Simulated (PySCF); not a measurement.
HISe. Atoms are numbered in the order given.

```xyz
3

Se     0.0441     1.5300     0.0000
H     -1.4232     1.6643     0.0000
I     -0.0014    -1.0129     0.0000
```

Geometry: B3LYP-D3(BJ)/def2-TZVP. The def2 effective core potentials stand for the cores of I; spin–orbit coupling is left out.

Vertical ionisation energy (IE) and electron affinity (EA) in eV. Rows of orbital energies are one-electron estimates. Where ΔSCF, EOM or ADC give a negative EA the extra electron is unbound and the value depends on the basis.

```csv
level,IE,EA
"−ε(HOMO), −ε(LUMO), PBE/def2-TZVPD (PySCF)",…,…
"−ε(HOMO), −ε(LUMO), r2SCAN/def2-TZVPD (PySCF)",5.95,3.69
```

### Question
Some entries are withheld; supply them. (The exact figures need the calculation; the answer reports its results.)

### Answer

- −ε(HOMO), −ε(LUMO), PBE/def2-TZVPD (PySCF), IE: 5.70
- −ε(HOMO), −ε(LUMO), PBE/def2-TZVPD (PySCF), EA: 3.77
